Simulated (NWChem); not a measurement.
Atomisation of vinylidene fluoride (C2H2F2)

```
C
F 1 1.3185
F 1 1.3185 2 109.97
C 1 1.3262 2 125.01 3 180.00
H 4 1.0887 1 119.72 2 180.00
H 4 1.0887 5 120.55 1 180.00
```
Charge 0, spin multiplicity 1.

Program: NWChem. Structure: optimised with B3LYP/def2-SVP, a minimum by its harmonic frequencies.

Basis set: def2-TZVP. The atomisation energy is electronic alone: no zero-point, thermal, spin-orbit or counterpoise terms. No value is extrapolated to the basis-set limit. Free atoms are single determinants with multiplicities C 3, F 2, H 2.

B3LYP has NWChem's definition, with VWN1-RPA local correlation. No SCF solution was tested for a lower state. Open-shell Hartree-Fock references start from PBE0 orbitals.

Problem. For the atomisation energy, HF gives 410.4 kcal/mol and LDA (SVWN5) gives 698.4 kcal/mol. What do PBE0, B3LYP, BP86 give?

Solution. PBE0: 589.5 kcal/mol; B3LYP: 582.3 kcal/mol; BP86: 609.6 kcal/mol.
